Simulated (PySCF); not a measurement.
**Telling isomers of C6H7F3Si apart by NMR**

[PySCF: PBE0-D3(BJ)/def2-SVP structure; σ from GIAO-PBE0/pcSseg-1; in vacuum; one computed conformer; equivalent nuclei averaged; relativity neglected]

References, each an isolated molecule treated in the same way: 1H, 13C against TMS. Splittings of carbon signals by F and P are missing where no couplings were computed. Where no couplings were computed, multiplicities follow the n + 1 count of equivalent neighbours, and m marks all less simple cases (inequivalent or close neighbours, rings, F or P nearby). Shifts are as computed. Against solution values, carbons near 30 ppm lie about +2 ppm off and those near 130 ppm about +5 ppm. Of 1309 compounds with measured shifts, 239 miss one by over three times the rms of a fit or turn the order of signals round; such compounds aren't used in these exercises.

(1) Tabulate the signals of `CC1=C[SiH2]C(C(F)(F)F)=C1`, `CC1=C(C(F)(F)F)C=C[SiH2]1`, `FC(F)(F)CC1=CC=C[SiH2]1` and their relative energies.

(2) What is the quickest way to tell CC1=C[SiH2]C(C(F)(F)F)=C1 from FC(F)(F)CC1=CC=C[SiH2]1?

(3) What is the quickest way to tell CC1=C(C(F)(F)F)C=C[SiH2]1 from FC(F)(F)CC1=CC=C[SiH2]1?

(4) What is the quickest way to tell CC1=C[SiH2]C(C(F)(F)F)=C1 from CC1=C(C(F)(F)F)C=C[SiH2]1?

## Answers

(1) 
| SMILES | carbon types | δC | δH | E rel. (kcal/mol) |
| --- | --- | --- | --- | --- |
| CC1=C[SiH2]C(C(F)(F)F)=C1 | 3×C 2×CH 1×CH3 | 166.6, 159.1, 140.3, 131.0, 129.4, 24.8 | 7.19 (m, 1H), 6.12 (t, 1H), 4.79 (m, 2H), 2.18 (s, 3H) | 0.0 |
| CC1=C(C(F)(F)F)C=C[SiH2]1 | 3×C 2×CH 1×CH3 | 158.2, 152.6, 148.6, 129.3, 128.5, 15.8 | 7.24 (m, 1H), 6.19 (m, 1H), 4.68 (m, 2H), 2.29 (s, 3H) | 5.2 |
| FC(F)(F)CC1=CC=C[SiH2]1 | 2×C 3×CH 1×CH2 | 156.9, 154.6, 141.3, 136.1, 131.5, 41.8 | 7.15 (m, 1H), 6.91 (d, 1H), 6.42 (m, 1H), 4.69 (m, 2H), 3.00 (m, 2H) | 2.4 |

Energies are electronic energies at PBE0/pcSseg-1 on these geometries, without zero-point or thermal terms, each for the one conformer computed, which needn't be the lowest.

(2) Both give the same number of carbon signals, but DEPT or the intensities differ. The first has an allylic methyl carbon (CH3) at 24.8 ppm, the second an allylic sp3 CH2 at 41.8 ppm. Their most deshielded carbons lie at 166.6 and 156.9 ppm.

(3) Both give the same number of carbon signals, but DEPT or the intensities differ. The first has an allylic methyl carbon (CH3) at 15.8 ppm, the second an allylic sp3 CH2 at 41.8 ppm. Their most deshielded carbons lie at 158.2 and 156.9 ppm.

(4) Both give the same number of carbon signals, with the same numbers of each carbon type, so the positions decide. The first has a fully substituted alkene carbon (C) at 166.6 ppm, the second a fully substituted alkene carbon (C) at 152.6 ppm. Their most deshielded carbons lie at 166.6 and 158.2 ppm.
